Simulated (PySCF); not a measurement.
LDA on Rb²⁺ (rubidium, charge +2)

Configuration: [Ar] 3d10 4s2 4p5, 2P determinant. Computed with PySCF 2.14 in aug-cc-pVDZ-X2C, with scalar relativity by spin-free X2C-1e.

* Total energy: -2975.77 hartree
* One-electron energy: -4101.07 hartree
* Hartree (Coulomb) energy: 1222.15 hartree
* Exchange-correlation energy: -96.85 hartree
* ⟨S²⟩: 0.7501
* ⟨L²⟩: 2.001
* Sum of ⟨r⟩: 22.14 bohr
* Sum of ⟨r²⟩: 27.64 bohr²
* Traceless quadrupole moment −½Σ⟨3z² − r²⟩ along its main axis: 1.32 e·bohr²
* Langevin diamagnetic susceptibility: -21.9 ×10⁻⁶ cm³/mol
* Time after the integrals: 0.19 s of wall time on 1 thread of Neoverse-V2 (shared host)

```
shell  electrons  mean orbital energy (hartree)  spread (hartree)  rms radius, mean of both spins (bohr)
 1s α          1                     -551.75851                 0                                 0.0464
 1s β          1                     -551.75519                 0                                 0.0464
 2s α          1                      -74.50233                 0                                  0.193
 2s β          1                      -74.49984                 0                                  0.193
 2p α          3                      -66.22381           0.01146                                  0.171
 2p β          3                      -66.22049           0.00748                                  0.171
 3s α          1                      -11.76050                 0                                  0.546
 3s β          1                      -11.75580                 0                                  0.546
 3p α          3                       -9.10225           0.03261                                  0.559
 3p β          3                       -9.09706           0.02627                                  0.559
 3d α          5                       -4.68599           0.03142                                  0.578
 3d β          5                       -4.67993           0.02423                                  0.578
 4s α          1                       -1.93595                 0                                   1.55
 4s β          1                       -1.90193                 0                                   1.55
 4p α          3                       -1.31184           0.05967                                   1.83
 4p β          2                       -1.27346                 0                                   1.83
```

Densities and radii are taken from the X2C orbitals without a picture-change correction, which distorts them close to the nucleus.
